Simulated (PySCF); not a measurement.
Several structures and their simulated spectra, in scrambled order.

A. SMILES [SiH3]OC([SiH3])([SiH3])[SiH3]
B. SMILES [SiH3]N([Si@@H]([SiH2]C)O)[SiH3]
C. `InChI=1S/C6H15ClSi2/c1-5-9(7)8-6(2,3)4/h5,9H,1,8H2,2-4H3/t9-/m1/s1`

Spectrum 1. 1H NMR (300 MHz, computed): δ 5.70 (m, 1H), 4.73 (s, 6H), 4.06 (m, 1H), 3.76 (m, 1H), 1.62 (br s, 1H), 0.21 (m, 3H). 13C{1H} NMR (computed): δ -11.0 (CH3).

Spectrum 2. 1H NMR (300 MHz, computed): δ 6.65 (m, 1H), 6.58 (m, 1H), 5.98 (m, 1H), 5.79 (m, 1H), 3.90 (m, 1H), 3.80 (m, 1H), 1.17 (s, 9H). 13C{1H} NMR (computed): δ 147.7 (CH), 143.5 (CH2), 32.6 (CH3), 24.3 (C).

Spectrum 3. 1H NMR (300 MHz, computed): δ 5.07 (s, 3H), 4.20 (s, 9H). 13C{1H} NMR (computed): δ 50.4 (C).

No solvent model, non-relativistic Hamiltonian, single conformer, averaged over atoms made equivalent by symmetry, fast rotation or ring inversion. GFN2-xTB geometry; shieldings: GIAO PBE0/pcSseg-1; PySCF 2.14.

References, each an isolated molecule treated in the same way: 1H (σ = 31.72 ppm) and 13C (σ = 186.93 ppm) against TMS. Where no couplings were computed, multiplicities follow the n + 1 count of equivalent neighbours, and m marks all less simple cases (inequivalent or close neighbours, rings, F or P nearby). Shifts are as computed. Against solution values, carbons near 30 ppm lie about +3 ppm off and those near 130 ppm about +5 ppm. Of 1309 compounds with measured shifts, 239 miss one by over three times the rms of a fit or turn the order of signals round; such compounds aren't used in these exercises. OH and NH positions are gas-phase values without hydrogen bonding to other molecules.

Question: Match each spectrum to its structure.

Answer: 1–B, 2–C, 3–A.

- Spectrum 1 (B): a single 13C signal, at -11.0 ppm (methyl carbon bonded to Si); δH 1.62 is the hydrogen on an oxygen bonded to Si; δH 0.21 is the hydrogen on a methyl carbon bonded to Si.
- Spectrum 2 (C): 4 13C signals; δC 147.7 is an alkene CH; δC 143.5 is a terminal =CH2 carbon.
- Spectrum 3 (A): a single 13C signal, at 50.4 ppm (fully substituted sp3 carbon bonded to O and 3 Si); δH 5.07 is the hydrogen on a silicon bonded to O; δH 4.20 is the hydrogen on a silicon bonded to C.
